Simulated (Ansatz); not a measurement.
All values below come from frozen-core CCSD(T)/cc-pVTZ // B3LYP-D3(BJ)/def2-TZVP in Ansatz (a quantum-chemistry and plane-wave program).

Ansatz 0.2 input:
```yaml
crystal:
  periodic: [false, false, false]
  atoms:
    - { symbol: B, position_ang: [-0.000822, 0.336662, -0.000001] }
    - { symbol: H, position_ang: [1.074508, -0.165708, -0.000003] }
    - { symbol: H, position_ang: [-1.073685, -0.170954, 0.000004] }
basis:
  gaussian: { orbitals: cc-pVTZ }
correlation:
  method: ccsd_t
magnetization:
  spin_polarized: true
  initial_magnetization: 1
```

Output:

```
Functional definition: HF
325 factors; integrals over basis functions are off by at most 7.8e-4 eV
mean field evaluation 1: about -700.2540 eV, gradient 7.4e0 eV
mean field evaluation 2: about -700.2539 eV, gradient 7.4e0 eV
mean field evaluation 4: about -700.9638 eV, gradient 6.5e-1 eV
mean field evaluation 8: about -700.9733 eV, gradient 2.1e-3 eV
mean field evaluation 16: about -700.2274 eV, gradient 3.9e0 eV
mean field evaluation 32: about -699.6674 eV, gradient 2.2e-3 eV
mean field -700.97332355 eV, -25.7602945036 hartree, gradient 5.4e-6 eV, S^2 0.753769; 3 other end points of the search recorded, 0 dependent functions left out
determinant -700.97332355 eV, -25.7602945036 hartree, with singles and doubles -703.79040484 eV, -25.8638203317 hartree
determinant -699.66736243 eV, -25.7123013178 hartree, with singles and doubles -702.62803390 eV, -25.8211039875 hartree
1 core orbitals not correlated
reference -700.97332355 eV, -25.7602945036 hartree; 3, 2 occupied and 54, 55 virtual orbitals, 325 factors
second order -2.24213023 eV of doubles, -0.00000000 eV of singles
cycle   1  -2.73565923 eV  change   -2.3e-1 eV  update   1.4e-2
cycle   2  -2.73957189 eV  change   -3.9e-3 eV  update   4.1e-3
cycle   3  -2.74208468 eV  change   -2.5e-3 eV  update   1.6e-3
cycle   4  -2.74277172 eV  change   -6.9e-4 eV  update   4.8e-4
cycle   5  -2.74281869 eV  change   -4.7e-5 eV  update   1.5e-4
cycle   6  -2.74283249 eV  change   -1.4e-5 eV  update   5.0e-5
cycle   7  -2.74284677 eV  change   -1.4e-5 eV  update   1.2e-5
cycle   8  -2.74284845 eV  change   -1.7e-6 eV  update   3.4e-6
perturbative correction -0.05301974 eV, -0.0019484395 hartree
Total energy: -703.76919173 eV, -25.8630407643 hartree
```

Cost: very roughly 1.6 core-seconds.
